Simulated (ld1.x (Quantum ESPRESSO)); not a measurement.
## Ni (Z = 28), TM: configuration errors across variants

- Element: nickel (Ni)
- Generator: ld1.x (Quantum ESPRESSO) 7.5
- Type: norm-conserving Troullier–Martins (Kleinman–Bylander form)
- Functional: PBEsol
- Relativity: scalar-relativistic
- Frozen core: [Ne] 3s2
- Valence charge: 16
- Reference configuration: 3p6 3d8 4s0.5 4p0 (charge +1.5)
- Partial waves: 4s (bound): rc 1.65 bohr; 3p (bound): rc 0.95 bohr; 3d (bound): rc 1.65 bohr
- Local potential: all-electron potential smoothed inside 0.75 bohr (lloc = -1)
- Core correction: a·sin(br)/r model core, default radius (core density twice the valence density)

All-electron excitation energies from the reference (eV): (1) 3p6 3d8 4s2 4p0 -16.932; (2) 3p6 3d8 4s1 4p0 -7.596; (3) 3p6 3d8 4s0 4p0 9.665; (4) 3p6 3d9 4s1 4p0 -18.541; (5) 3p6 3d7 4s2 4p1 -6.354; (6) 3p6 3d7 4s2 4p0 -0.783; (7) 3p6 3d8 4s1 4p1 -12.302.

Tests that are not counted but printed errors over 1 eV. “wave 4s (bound): rc 1.65 bohr becomes 4s (bound): rc 1.10 bohr”: 3p6 3d8 4s2 4p0 (solver errors, printed error -2731 eV); 3p6 3d9 4s1 4p0 (solver errors, printed error +2.0 eV).

3 further variants failed, have other tests or another functional or relativity, and are left out.

A true bound ghost makes a file unfit for plane-wave use even where its test errors are small: the radial tests pick states by their node count and pass the ghost by. Where a test does run into it, the solver fails or the error is huge.

Errors AE − PS in meV (a dash: test not solved or not reliable):

```csv
change,(1),(2),(3),(4),(5),(6),(7),bound ghosts
base,+0.8,+0.1,-2.8,+5.0,+17,-16,+16,s
local potential the s channel,-2.4,-0.3,-3.2,-115,-1142,-203,-621,none
wave 4s (bound): rc 1.65 bohr becomes 4s (bound): rc 1.10 bohr,–,-5.1,-9.8,–,+13,-38,+12,s
wave 3d (bound): rc 1.65 bohr becomes 3d (bound): rc 1.40 bohr,-3.2,-0.5,-3.7,+6.7,-42,-73,+14,s
```

Task: Give the same row for: local potential all-electron potential smoothed inside 0.90 bohr (lloc = -1).

Result: -0.9, -0.1, -2.8, +0.4, -0.3, -25, +7.8; bound ghosts: s.
